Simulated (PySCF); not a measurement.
**B3LYP on Sr²⁺ (strontium, charge +2)**

Configuration: [Kr], closed-shell 1S. Computed with PySCF 2.14 in def2-TZVP with the def2 core potential (28 electrons), with a scalar-relativistic core potential.

```json
{
  "Total energy": "-30.0782 hartree",
  "One-electron energy": "-45.1915 hartree",
  "Hartree (Coulomb) energy": "19.0604 hartree",
  "Exchange-correlation energy": "-3.9471 hartree",
  "⟨S²⟩": "0.0000",
  "⟨L²⟩": "0.000",
  "Sum of ⟨r⟩": "12.21 bohr",
  "Sum of ⟨r²⟩": "20.94 bohr²",
  "Time after the integrals": "0.15 s of wall time on 1 thread of Neoverse-V1 (shared host)"
}
```

```tsv
shell	electrons	mean orbital energy (eV)	rms radius, mean of both spins (bohr)
4s	2	-57.746	1.45
4p	6	-38.267	1.67
```

Energies and moments cover only the electrons outside the core potential.
